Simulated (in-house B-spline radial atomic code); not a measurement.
Configurations of Co4+, with energies counted from [Ar] 3d5. Computed with an all-electron radial atomic-structure program (B-spline basis): non-relativistic TPSSh, spin-polarised, spherical fractional occupations, exact exchange averaged over the configuration, point nucleus. Shells without spins written out take the highest spin.

Occupations are held fixed; configurations that lie above the ionisation limit could autoionise.

```tsv
configuration	E - E(ref) (eV)	highest orbital	its <r> (bohr)
[Ar] 3d4 4s1	26.188	4s up	1.962
[Ar] 3d4 4p1	35.193	4p up	2.168
[Ne] 3s2 3p5 3d5 4s1	77.953	4s up	1.952
[Ne] 3s2 3p5 3d5 4p1	87.027	4p up	2.155
```

**Question.** Order these further configurations by energy, lowest first.
A. [Ne] 3s2 3p5 3d5 4d1
B. [Ne] 3s2 3p5 3d6
C. [Ne] 3s2 3p5 3d5 4f1
D. [Ar] 3d4 4f1

**Answer.** D (58 eV), B (59.115 eV), A (100.25 eV), C (110.05 eV).
